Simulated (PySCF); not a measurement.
borohydride (BH₄), SMILES [BH4-], charge -1.

Coordinates come from a ωB97X-D3(BJ)/def2-TZVPD optimisation.

Calculation: M06-2X/def2-TZVPD run with PySCF.

The molecule is in vacuum.

| Item | Value |
|---|---|
| total energy | -27.23756 hartree |
| point group | Td |
| highest occupied level | -3.12 eV |
| lowest empty level | 3.98 eV |
| orbital gap | 7.09 eV |
| dipole moment about the centre of nuclear charge | 0.00 D |
| mean static polarisability | 38.2 bohr³ (5.66 Å³) |
| polarisability, principal values | 38.2, 38.2, 38.2 bohr³ |
